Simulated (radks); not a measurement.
The numbers below are computed, except where a source is named.
Ionisation of the gadolinium ion Gd37+, [Ar] 3d9, to [Ar] 3d8 as the strength of local exchange is varied. Code: a radial shooting solver on a logarithmic mesh with Libxc functionals. Model: scalar-relativistic Kohn-Sham, Slater X-alpha exchange (alpha = 2/3 is LDA exchange), no correlation, spin-polarised, spherical densities, finite nucleus; open shells are filled with parallel spins first (spin-orbit coupling, left out, can overturn this in heavy ions); Fermi nuclear charge, rms radius 5.1569 fm.

| alpha | E(Gd37+) (hartree) | exchange (hartree) | IE (eV) | -e of the level emptied (eV) | <r> of it (bohr) |
|---|---|---|---|---|---|
| 0.568 | -10369.6001 | -152.7009 | 2715.0 | 2664.2 (3d) | 0.2128 |
| 0.575 | -10371.4906 | -154.6041 | 2716.4 | 2665.6 (3d) | 0.2128 |
| 0.639 | -10388.7874 | -172.0283 | 2728.3 | 2677.7 (3d) | 0.2123 |
| 0.667 | -10396.3616 | -179.6650 | 2733.6 | 2683.0 (3d) | 0.2122 |
| 0.768 | -10423.7175 | -207.2808 | 2752.6 | 2702.2 (3d) | 0.2115 |
| 0.869 | -10451.1278 | -235.0044 | 2771.6 | 2721.4 (3d) | 0.2108 |
| 0.876 | -10453.0296 | -236.9299 | 2772.9 | 2722.8 (3d) | 0.2108 |
| 0.9 | -10459.5518 | -243.5353 | 2777.5 | 2727.3 (3d) | 0.2106 |

NIST Atomic Spectra Database: 2720 eV (theoretical). The Delta-SCF value meets it near alpha = 0.59. Open shells are spherical and high-spin; term and fine-structure splittings are not resolved. Spin-orbit splitting is averaged out at the scalar-relativistic level.
